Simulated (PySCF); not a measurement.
# Working out the ionisation energy of Zr

Zr [Kr] 4d2 5s2 (3F) → Zr⁺ [Kr] 4d2 5s1 (4F). Computed with PySCF 2.14 in cc-pVDZ-PP with ECP28MDF (4s4p3d1f, 38 functions), with a scalar-relativistic core potential. Frozen: 4s2 4p6. Energies in hartree (1 hartree = 27.21139 eV):

```
             part  Zr (lower)  Zr⁺ (upper)
              UHF  -46.302079   -46.109937
MP2 opposite-spin   -0.030110     0.000000
    MP2 same-spin   -0.008706    -0.008755
```

What does Hartree-Fock give?

(-46.109937) − (-46.302079) = 0.192142 hartree = 5.228 eV.

What do MP2 and SCS-MP2 (6/5 opposite-spin, 1/3 same-spin) give?

The opposite-spin parts differ by 0.819 eV and the same-spin parts by -0.001 eV. MP2: 5.228 + (0.819) + (-0.001) = 6.046 eV. SCS-MP2: 5.228 + 1.2 × (0.819) + (-0.001)/3 = 6.210 eV.

Measured between the centres of the two terms (NIST): 6.639 eV, so MP2 (valence) is off by -0.593 eV.

A double-zeta basis recovers only part of the correlation energy.

What remains against the reference includes basis incompleteness, the frozen core and correlation beyond second order.
